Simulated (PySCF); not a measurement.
**Telling isomers of C$_{5}$H$_{11}$NO apart by NMR**

Theoretical values (PySCF): shieldings: GIAO PBE0/pcSseg-1, geometry: GFN2-xTB. In vacuum, rapidly exchanging positions averaged, single conformer, relativity neglected.

Chemical shifts δ = σref − σ; 1H (31.72 ppm) and 13C (186.93 ppm) against TMS, all at this level. Where no couplings were computed, multiplicities follow the n + 1 count of equivalent neighbours, and m marks all less simple cases (inequivalent or close neighbours, rings, F or P nearby). Acid and N–H amide carbonyl carbons lie up to 10 ppm further downfield in solution (hydrogen bonding). Shifts are as computed. Against solution values, carbons near 30 ppm lie about +3 ppm off and those near 130 ppm about +5 ppm. Of 1211 compounds with measured shifts, 218 miss one by over three times the rms of a fit or turn the order of signals round; such compounds aren't used in these exercises. Groups on amide-type nitrogens are kept apart (slow C–N rotation). OH and NH positions are gas-phase values without hydrogen bonding to other molecules.

(1) Tabulate the signals of `CC(C)(C)C(N)=O`, `CC(=O)NC(C)C` and their relative energies.

(2) What is the quickest way to tell CC(C)(C)C(N)=O from CC(=O)NC(C)C?

Answers

(1) 
| SMILES | carbon types | δC | δH | E rel. (kcal/mol) |
| --- | --- | --- | --- | --- |
| CC(C)(C)C(N)=O | 2×C 3×CH3 | 179.2, 39.5, 30.0 | 4.90 (br, 1H), 4.55 (br, 1H), 1.14 (s, 9H) | 0.0 |
| CC(=O)NC(C)C | 1×C 1×CH 3×CH3 | 167.2, 41.3, 25.9, 24.6 | 4.53 (m, 1H), 4.09 (br, 1H), 1.85 (s, 3H), 1.07 (d, 6H) | 0.9 |

Energies are electronic energies at PBE0/pcSseg-1 on these geometries, without zero-point or thermal terms, each for the one conformer computed, which needn't be the lowest.

(2) Count the carbon signals: 3 against 4. The first has a quaternary sp3 carbon α to a carbonyl (C) at 39.5 ppm, the second an sp3 CH bonded to N at 41.3 ppm. Their most deshielded carbons lie at 179.2 and 167.2 ppm. In the proton spectra the most deshielded non-exchanging signals are 1.14 (s, 9H) and 4.53 (m, 1H).
